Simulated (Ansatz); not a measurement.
A short molecular-dynamics run on H4O2Si2, SMILES `O[Si]O[SiH3]`.

```yaml
crystal:
  periodic: [false, false, false]
  atoms:
    - {symbol: O, position_ang: [-0.524208, 1.960982, -1.900366]}
    - {symbol: Si, position_ang: [0.432002, 1.696693, -0.590922]}
    - {symbol: O, position_ang: [-0.023650, 0.163109, -0.163381]}
    - {symbol: Si, position_ang: [0.271526, -1.016059, 0.946831]}
    - {symbol: H, position_ang: [-1.126089, 1.261007, -2.175227]}
    - {symbol: H, position_ang: [-0.985353, -1.311216, 1.677753]}
    - {symbol: H, position_ang: [1.314132, -0.576529, 1.910447]}
    - {symbol: H, position_ang: [0.733740, -2.235187, 0.238965]}
basis:
  gaussian: {orbitals: "6-31G*"}
hamiltonian: {xc: {name: PBE}}
md: {timestep: 0.5 fs, n_steps: 20, ensemble: nve, temperature: 1500, initial_velocities: maxwell_boltzmann, seed: 108}
```

```sh
$ ansatz run in.yaml --threads 2 --pin off --events-out ev --progress --plain --max-ram 22528MiB --backend cpu
```

| step | time (fs) | potential energy (eV) | kinetic (eV) | T (K) | conserved (eV) |
| --- | --- | --- | --- | --- | --- |
| 0 | 0.0 | -19902.8305 | 1.1633 | 1500 | -19901.6672 |
| 1 | 0.5 | -19902.8148 | 1.1487 | 1481 | -19901.6660 |
| 2 | 1.0 | -19902.7287 | 1.0646 | 1373 | -19901.6640 |
| 3 | 1.5 | -19902.6002 | 0.9382 | 1210 | -19901.6620 |
| 4 | 2.0 | -19902.4589 | 0.7985 | 1030 | -19901.6604 |
| 5 | 2.5 | -19902.3288 | 0.6694 | 863 | -19901.6594 |
| 6 | 3.0 | -19902.2260 | 0.5672 | 731 | -19901.6589 |
| 7 | 3.5 | -19902.1586 | 0.4997 | 644 | -19901.6588 |
| 8 | 4.0 | -19902.1268 | 0.4675 | 603 | -19901.6593 |
| 9 | 4.5 | -19902.1239 | 0.4638 | 598 | -19901.6601 |
| 10 | 5.0 | -19902.1366 | 0.4753 | 613 | -19901.6613 |
| 11 | 5.5 | -19902.1471 | 0.4846 | 625 | -19901.6625 |
| 12 | 6.0 | -19902.1394 | 0.4765 | 614 | -19901.6629 |
| 13 | 6.5 | -19902.1096 | 0.4476 | 577 | -19901.6619 |
| 14 | 7.0 | -19902.0757 | 0.4160 | 536 | -19901.6596 |
| 15 | 7.5 | -19902.0738 | 0.4160 | 536 | -19901.6578 |
| 16 | 8.0 | -19902.1309 | 0.4725 | 609 | -19901.6584 |
| 17 | 8.5 | -19902.2375 | 0.5763 | 743 | -19901.6613 |
| 18 | 9.0 | -19902.3516 | 0.6876 | 887 | -19901.6640 |
| 19 | 9.5 | -19902.4299 | 0.7644 | 986 | -19901.6654 |
| 20 | 10.0 | -19902.4494 | 0.7839 | 1011 | -19901.6655 |

Velocities are drawn at the set temperature; a run this short doesn't reach equilibrium.

Frames (Å, forces in eV/Å):

```xyz
8
time=0.0 fs
O    -0.524    1.961   -1.900   -0.033    0.863   -0.588
Si    0.432    1.697   -0.591    0.827    0.725    0.527
O    -0.024    0.163   -0.163   -0.459   -0.211   -0.418
Si    0.272   -1.016    0.947    0.130   -0.394    0.408
H    -1.126    1.261   -2.175   -0.534   -0.656   -0.223
H    -0.985   -1.311    1.678   -0.211   -0.093    0.161
H     1.314   -0.577    1.910    0.194    0.019    0.220
H     0.734   -2.235    0.239    0.086   -0.253   -0.088
8
time=0.5 fs
O    -0.520    1.959   -1.900   -0.953   -0.072   -1.059
Si    0.431    1.697   -0.591    0.874    0.678    0.604
O    -0.025    0.164   -0.161   -0.511   -0.158   -0.451
Si    0.272   -1.017    0.945   -0.519   -0.423    0.738
H    -1.149    1.242   -2.173    0.331    0.315    0.165
H    -1.015   -1.308    1.717    0.432    0.004   -0.247
H     1.320   -0.574    1.886    0.299    0.063    0.372
H     0.753   -2.213    0.227    0.047   -0.406   -0.122
8
time=1.0 fs
O    -0.516    1.958   -1.900   -1.696   -0.787   -1.415
Si    0.430    1.698   -0.590    0.915    0.631    0.674
O    -0.026    0.165   -0.159   -0.563   -0.105   -0.483
Si    0.272   -1.017    0.943   -1.019   -0.432    1.006
H    -1.171    1.224   -2.170    1.027    1.063    0.444
H    -1.044   -1.305    1.756    0.940    0.068   -0.589
H     1.327   -0.572    1.862    0.391    0.102    0.512
H     0.773   -2.193    0.215    0.007   -0.539   -0.149
8
time=1.5 fs
O    -0.512    1.956   -1.900   -2.247   -1.282   -1.660
Si    0.430    1.699   -0.590    0.948    0.586    0.736
O    -0.028    0.165   -0.156   -0.614   -0.051   -0.512
Si    0.272   -1.018    0.941   -1.373   -0.432    1.216
H    -1.190    1.208   -2.166    1.535    1.586    0.622
H    -1.071   -1.302    1.794    1.326    0.105   -0.867
H     1.335   -0.570    1.840    0.462    0.134    0.630
H     0.793   -2.173    0.202   -0.037   -0.646   -0.165
8
time=2.0 fs
O    -0.508    1.954   -1.900   -2.624   -1.592   -1.811
Si    0.429    1.700   -0.589    0.977    0.547    0.790
O    -0.029    0.166   -0.154   -0.664    0.003   -0.540
Si    0.271   -1.018    0.939   -1.593   -0.430    1.375
H    -1.206    1.196   -2.160    1.876    1.918    0.716
H    -1.094   -1.299    1.829    1.610    0.123   -1.087
H     1.343   -0.567    1.819    0.505    0.154    0.722
H     0.813   -2.155    0.189   -0.087   -0.723   -0.165
8
time=2.5 fs
O    -0.505    1.952   -1.901   -2.854   -1.755   -1.887
Si    0.428    1.701   -0.589    1.001    0.513    0.835
O    -0.031    0.167   -0.152   -0.713    0.055   -0.566
Si    0.271   -1.019    0.938   -1.693   -0.429    1.496
H    -1.217    1.188   -2.153    2.076    2.095    0.746
H    -1.114   -1.295    1.862    1.814    0.127   -1.260
H     1.353   -0.564    1.800    0.516    0.161    0.784
H     0.832   -2.139    0.175   -0.146   -0.766   -0.147
8
time=3.0 fs
O    -0.502    1.950   -1.902   -2.956   -1.797   -1.901
Si    0.428    1.701   -0.588    1.022    0.486    0.871
O    -0.033    0.168   -0.150   -0.761    0.105   -0.590
Si    0.271   -1.020    0.936   -1.689   -0.432    1.587
H    -1.223    1.186   -2.144    2.153    2.143    0.724
H    -1.129   -1.291    1.891    1.955    0.121   -1.393
H     1.365   -0.560    1.782    0.491    0.153    0.814
H     0.851   -2.124    0.161   -0.214   -0.779   -0.111
8
time=3.5 fs
O    -0.499    1.947   -1.903   -2.935   -1.728   -1.860
Si    0.428    1.702   -0.588    1.039    0.465    0.899
O    -0.035    0.168   -0.148   -0.807    0.152   -0.612
Si    0.270   -1.020    0.935   -1.595   -0.437    1.655
H    -1.224    1.189   -2.133    2.111    2.071    0.659
H    -1.140   -1.286    1.918    2.047    0.109   -1.496
H     1.377   -0.556    1.767    0.432    0.131    0.814
H     0.870   -2.112    0.147   -0.292   -0.763   -0.058
8
time=4.0 fs
O    -0.498    1.944   -1.905   -2.781   -1.540   -1.765
Si    0.427    1.703   -0.587    1.054    0.452    0.917
O    -0.037    0.169   -0.146   -0.851    0.196   -0.632
Si    0.269   -1.021    0.933   -1.428   -0.443    1.706
H    -1.220    1.196   -2.121    1.940    1.872    0.552
H    -1.145   -1.282    1.941    2.102    0.092   -1.574
H     1.390   -0.552    1.753    0.341    0.094    0.786
H     0.888   -2.101    0.133   -0.376   -0.724    0.010
8
time=4.5 fs
O    -0.496    1.941   -1.907   -2.465   -1.209   -1.615
Si    0.427    1.704   -0.586    1.064    0.444    0.925
O    -0.039    0.170   -0.144   -0.891    0.236   -0.648
Si    0.268   -1.022    0.932   -1.205   -0.446    1.742
H    -1.212    1.208   -2.107    1.612    1.523    0.401
H    -1.146   -1.277    1.960    2.127    0.073   -1.632
H     1.405   -0.548    1.742    0.224    0.046    0.736
H     0.905   -2.092    0.119   -0.466   -0.667    0.090
8
time=5.0 fs
O    -0.495    1.938   -1.909   -1.953   -0.701   -1.407
Si    0.427    1.705   -0.585    1.070    0.440    0.922
O    -0.041    0.171   -0.142   -0.927    0.274   -0.662
Si    0.267   -1.023    0.931   -0.942   -0.445    1.765
H    -1.199    1.224   -2.092    1.093    0.990    0.207
H    -1.141   -1.272    1.975    2.127    0.051   -1.672
H     1.419   -0.543    1.732    0.090   -0.010    0.671
H     0.921   -2.085    0.105   -0.558   -0.600    0.177
8
time=5.5 fs
O    -0.494    1.934   -1.911   -1.211    0.011   -1.148
Si    0.427    1.707   -0.584    1.070    0.439    0.909
O    -0.043    0.172   -0.141   -0.958    0.308   -0.671
Si    0.266   -1.023    0.931   -0.653   -0.436    1.773
H    -1.184    1.242   -2.077    0.351    0.248   -0.028
H    -1.132   -1.267    1.986    2.104    0.026   -1.696
H     1.434   -0.539    1.724   -0.055   -0.070    0.595
H     0.935   -2.079    0.091   -0.648   -0.527    0.266
8
time=6.0 fs
O    -0.493    1.931   -1.913   -0.246    0.919   -0.855
Si    0.427    1.708   -0.583    1.063    0.436    0.885
O    -0.046    0.173   -0.139   -0.984    0.340   -0.677
Si    0.265   -1.024    0.930   -0.347   -0.418    1.766
H    -1.168    1.261   -2.062   -0.608   -0.691   -0.285
H    -1.117   -1.262    1.993    2.057   -0.001   -1.703
H     1.449   -0.534    1.717   -0.200   -0.132    0.515
H     0.948   -2.074    0.078   -0.734   -0.453    0.354
8
time=6.5 fs
O    -0.493    1.927   -1.916    0.845    1.928   -0.568
Si    0.427    1.709   -0.582    1.049    0.430    0.852
O    -0.049    0.173   -0.138   -1.004    0.369   -0.678
Si    0.264   -1.025    0.929   -0.033   -0.390    1.738
H    -1.154    1.278   -2.048   -1.687   -1.731   -0.528
H    -1.098   -1.257    1.996    1.984   -0.031   -1.689
H     1.464   -0.530    1.711   -0.341   -0.192    0.434
H     0.960   -2.070    0.066   -0.813   -0.384    0.438
8
time=7.0 fs
O    -0.492    1.924   -1.918    1.839    2.825   -0.343
Si    0.428    1.710   -0.581    1.027    0.417    0.813
O    -0.051    0.175   -0.136   -1.019    0.393   -0.672
Si    0.263   -1.026    0.929    0.288   -0.349    1.686
H    -1.144    1.291   -2.034   -2.663   -2.653   -0.703
H    -1.073   -1.252    1.995    1.879   -0.065   -1.651
H     1.477   -0.527    1.707   -0.470   -0.247    0.357
H     0.969   -2.067    0.055   -0.882   -0.321    0.514
8
time=7.5 fs
O    -0.491    1.922   -1.921    2.430    3.324   -0.231
Si    0.428    1.711   -0.580    0.997    0.396    0.770
O    -0.054    0.176   -0.135   -1.027    0.411   -0.658
Si    0.262   -1.027    0.929    0.619   -0.294    1.599
H    -1.140    1.298   -2.023   -3.229   -3.170   -0.765
H    -1.045   -1.247    1.990    1.733   -0.104   -1.581
H     1.490   -0.524    1.703   -0.584   -0.297    0.286
H     0.976   -2.066    0.045   -0.940   -0.267    0.581
8
time=8.0 fs
O    -0.490    1.920   -1.924    2.394    3.231   -0.240
Si    0.428    1.713   -0.578    0.959    0.366    0.723
O    -0.058    0.177   -0.134   -1.030    0.423   -0.637
Si    0.261   -1.028    0.929    0.966   -0.223    1.469
H    -1.143    1.297   -2.013   -3.161   -3.083   -0.706
H    -1.012   -1.242    1.982    1.537   -0.151   -1.467
H     1.501   -0.522    1.700   -0.679   -0.340    0.222
H     0.981   -2.064    0.037   -0.985   -0.223    0.636
8
time=8.5 fs
O    -0.488    1.918   -1.926    1.758    2.586   -0.330
Si    0.429    1.714   -0.577    0.911    0.328    0.672
O    -0.061    0.178   -0.133   -1.028    0.427   -0.608
Si    0.260   -1.029    0.929    1.342   -0.135    1.282
H    -1.155    1.288   -2.006   -2.485   -2.434   -0.566
H    -0.975   -1.238    1.969    1.274   -0.208   -1.295
H     1.510   -0.520    1.698   -0.754   -0.374    0.166
H     0.984   -2.063    0.030   -1.017   -0.190    0.679
8
time=9.0 fs
O    -0.486    1.917   -1.929    0.771    1.632   -0.437
Si    0.430    1.715   -0.575    0.854    0.283    0.616
O    -0.064    0.179   -0.132   -1.022    0.426   -0.571
Si    0.259   -1.030    0.929    1.761   -0.027    1.021
H    -1.172    1.274   -1.999   -1.452   -1.469   -0.406
H    -0.936   -1.234    1.954    0.928   -0.278   -1.049
H     1.518   -0.520    1.696   -0.807   -0.400    0.120
H     0.984   -2.063    0.025   -1.034   -0.168    0.708
8
time=9.5 fs
O    -0.484    1.916   -1.932   -0.268    0.646   -0.518
Si    0.430    1.717   -0.574    0.787    0.234    0.553
O    -0.068    0.181   -0.131   -1.010    0.419   -0.528
Si    0.258   -1.031    0.929    2.239    0.104    0.668
H    -1.192    1.256   -1.993   -0.358   -0.466   -0.269
H    -0.894   -1.231    1.936    0.484   -0.363   -0.711
H     1.523   -0.520    1.694   -0.838   -0.416    0.083
H     0.981   -2.063    0.021   -1.037   -0.158    0.722
8
time=10.0 fs
O    -0.481    1.915   -1.935   -1.160   -0.196   -0.553
Si    0.431    1.718   -0.572    0.712    0.183    0.484
O    -0.072    0.182   -0.131   -0.994    0.408   -0.480
Si    0.258   -1.032    0.930    2.788    0.260    0.209
H    -1.214    1.238   -1.988    0.597    0.394   -0.171
H    -0.851   -1.228    1.917   -0.073   -0.467   -0.263
H     1.527   -0.521    1.693   -0.845   -0.423    0.055
H     0.977   -2.064    0.019   -1.025   -0.160    0.720
```

Run time 20 s (2 threads of an AMD EPYC 7R13 on a shared host); peak host memory 0.2 GiB.
